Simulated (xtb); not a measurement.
Ge(Cl)(Me) (CH₃ClGe), SMILES [CH3][Ge][Cl] (connectivity only; charge and spin as stated), neutral, multiplicity 1. All values are semi-empirical tight-binding results from xtb (GFN2-xTB unless named), good for trends rather than for accurate numbers. The structure is a stationary point at GFN2-xTB.

Optimised geometry:

```xyz
6

Ge     0.1744     0.1049     0.6534
Cl    -0.9896    -0.9319    -0.8412
C      1.1868     1.3117    -0.6483
H      1.9016     1.9595    -0.1418
H      0.4885     1.9435    -1.1983
H      1.7305     0.7125    -1.3793
```
Charge 0, spin multiplicity 1.

For metal compounds this method's bond lengths and energies can be far off.

Computed properties:
| Quantity | Result |
|---|---|
| point group as xtb finds it | Cs |
| orbital gap | 2.99 eV |
| zero-point energy | 22.2 kcal/mol |
| G − E(el) at 298.15 K (modified RRHO) | 3.6 kcal/mol |

Computed atomic charges and the Wiberg bond orders between heavy atoms:
charges (e) Ge1 0.30, Cl2 -0.23, C3 -0.20, H4 0.03, H5 0.05, H6 0.05. Bond orders Ge1–Cl2 1.28, Ge1–C3 1.08.
